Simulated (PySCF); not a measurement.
Coordinates in bohr (charge 0 multiplicity 4):
```
Mo    0.0000    0.0000    0.0009
O     3.5105   -0.6787   -0.0836
O    -1.1675    3.3795   -0.0836
O    -2.3430   -2.7008   -0.0836
H     4.5016   -0.8703    1.4273
H    -1.4971    4.3336    1.4273
H    -3.0045   -3.4633    1.4273
```

These are results of UPBE0 in PySCF with Mo def2-TZVP with ECP28, O def2-TZVP, H def2-TZVP; scalar-relativistic core potentials, no spin–orbit coupling; density-fitted integrals, not measurements.

This geometry of Mo(OH)3 is a stationary point at this level.

Problem. What is the point group?

Solution. C3v.

Problem. Is it a minimum?

Solution. Yes: all harmonic wavenumbers are real.

Problem. What are the dipole moment and the gap between the highest occupied and lowest empty levels of either spin?

Solution. 3.59 D and 4.31 eV.

Problem. Give the atomic charges and bond orders.

Solution. 
| atom | Mulliken | Löwdin | polar tensor | spin (Mulliken) | Mayer order to Mo1 |
| --- | --- | --- | --- | --- | --- |
| Mo1 | 1.28 | 0.61 | 1.65 | 3.02 | – |
| O2,3,4 | -0.76 | -0.36 | -0.83 | -0.02 | 0.89 |
| H5,6,7 | 0.33 | 0.16 | 0.28 | 0.02 | 0.02 |
Other Mayer orders above 0.3: O–H 0.88 (×3).

Problem. What is the atomisation energy, with and without zero-point energy?

Solution. 2492 kJ/mol without, 2388 kJ/mol with.

This need not be the most stable arrangement of these atoms. With open d or f shells other occupations or spin states may lie lower.
